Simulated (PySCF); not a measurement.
SMILES [Br][Ge]([Br])[Br], doublet, PBE0/def2-SVP optimised geometry. Atoms within 1.6 Å of the plane z = 0.0 Å (x, y, z in Å): Br1 (1.54, -1.10, 0.00), Ge2 (-0.78, -1.10, 0.00), Br3 (-1.54, 1.10, 0.00).

Method: unrestricted PBE0/def2-TZVP (PySCF 2.14.0). Cells within 0.4 Å of a nucleus heavier than hydrogen are left out (blank, or x).

Map of the LUMO amplitude (α orbitals alone; a β orbital can be the lowest empty one) (bohr^(-3/2)) on the plane z = 0.0 Å; orbital energy -1.68 eV, overall sign arbitrary:

```
|33344444444443333333333333333|
|33444444444444333333333333333|
|34444444444444333333333333333|
|44444444444444433333333333333|
|44444555554444433333333333333|
|44445555554444333333333333333|
|44445566655443333333333333333|
|44455667764433333333333333333|
|44455677754323333333333333333|
|44445666xx2122333333333333333|
|44444554xx3012333333333333333|
|44444432xx1012333333333344443|
|44433321000133444333333444444|
|33333321012355544332333444444|
|33333322235677654322234444444|
|33333333457899864211234554444|
|33333333567789963100245555444|
|33333334564xx786300xx56665544|
|3333333345xxx675202xx57765544|
|33333333344xx665200xx67765544|
|33333222233455542112466665544|
|33333222223344432223456555444|
|33333322222333333223445554444|
|33333322222233333333444444444|
|33333332222233333333444444444|
|33333333322333333333444444444|
|33333333333333333333444444443|
|33333333333333333333344444333|
|33333333333333333333333333333|
```
Scale: ten equal steps from -0.081 (start of '0') to 0.127 (end of '9'), in the order '0123456789'; x runs from -4.00 to 4.00, y from -4.00 (bottom) to 4.00 (top).
